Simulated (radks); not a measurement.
Spherical jellium clusters: N electrons in a uniform positive sphere of charge N and radius rs N^(1/3), rs = 3.78 bohr. Calculated with a radial shooting solver with Libxc functionals: non-relativistic Kohn-Sham, exchange-only LDA, spin-polarised, spherical densities. Levels are named by radial order and angular momentum (1s, 1p, 1d, 2s, ...), and open shells are averaged over m.

N = 32, configuration 1s2 1p6 1d10 2s2 1f(up 7, down 5). This is the lowest configuration that the search found. Occupied and some empty levels:

level,occupation,eigenvalue (eV),<r> (bohr)
1s up,1,-4.9873,6.887
1s down,1,-4.9380,6.541
1p up,3,-4.2471,8.447
1p down,3,-4.1201,8.242
1d up,5,-3.3749,9.434
1d down,5,-3.2045,9.336
2s up,1,-3.1088,7.696
2s down,1,-3.0272,7.877
1f up,7,-2.3703,10.23
1f down,5,-2.1791,10.20
2p up,0,-1.8783,8.976
2p down,0,-1.8060,9.042
1g up,0,-1.2560,11.00
1g down,0,-1.0606,11.06
2d up,0,-0.72670,11.26
2d down,0,-0.64641,11.37

Energy (eV): total -32.9732, kinetic 61.383, external -2747.9, Hartree 1356.7, exchange-correlation -96.282, background 1393.1.
